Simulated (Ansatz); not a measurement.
A made-up structure of CH3OSe (charge +1), closed shell:

```
6
angstrom
C -0.2956 -0.0336 -0.4763
O -0.0022 0.0671 0.9491
Se 1.0351 -1.3039 0.0398
H -0.5848 -0.1854 1.6824
H 0.0184 0.8301 -1.0528
H 0.5477 0.8480 1.1577
```

It is relaxed with PBE-D4/def2-SVP and then PBE0-D4/def2-TZVP (Ansatz 0.2.0). Atoms count as bonded within 1.22 times the sum of their covalent radii (H–H: 0.88 Å). The end point is not checked to be a true minimum.

Does its bonding change? (Judge from chemistry; the calculation decides.)

Computed: Yes. Formed: none; broken: O2–Se3.

Where it ends: The first stage lowers the energy by 5.56 eV in 17 steps. It ends as CH₃OSe ([OH2][CH][Se]), total charge +1:
C1  (0.247, -0.125, -0.301)
O2  (-0.261, 0.372, 1.027)
Se3  (0.692, -1.752, -0.483)
H4  (-0.124, -0.281, 1.745)
H5  (0.188, 0.724, -0.974)
H6  (-0.023, 1.285, 1.286)
(Å)

Labels in which every atom is bracketed show which atoms are joined, not bond orders.

For scale, one of the runs: PBE0-D4/def2-TZVP relaxation, 128 basis functions, launched by `ansatz run in.yaml --threads 2 --pin off --events-out ev --progress --plain --max-ram 4352MiB`. Hardware: 2 CPU threads of an AMD EPYC 9R45, shared host. Wall time about 9 s.
